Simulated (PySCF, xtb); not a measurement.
C2H4BNO2, SMILES C(C#N)B(O)O.

Geometry optimised at B3LYP-D3(BJ)/def2-SVP. The values are those of a single conformer.

The numbers are results of C-PCM-ωB97X/def2-SVP run with PySCF, not measurements.

The values are the electrostatic part of the solvation free energy, E(continuum) − E(gas) at the gas-phase geometry, in a cavity of scaled van der Waals radii (PySCF's table); cavitation and dispersion terms are not included. In vacuum the orbital gap is 14.74 eV. The dipole moment in vacuum is 2.75 D.

Computed values in water (ε = 78.36), chloroform (ε = 4.71), N,N-dimethylformamide (ε = 37.22):
```
solvent                    ε  ΔG(elec) (kcal/mol)  dipole (D)  gap (eV)
---------------------  -----  -------------------  ----------  --------
water                  78.36                 -9.4        3.42     14.81
chloroform              4.71                 -7.3        3.26     14.81
N,N-dimethylformamide  37.22                 -9.3        3.41     14.81
```

For comparison, GFN2-xTB/ALPB(water) (xtb, at the GFN2-xTB geometry, all terms of that model) gives -12.1 kcal/mol.
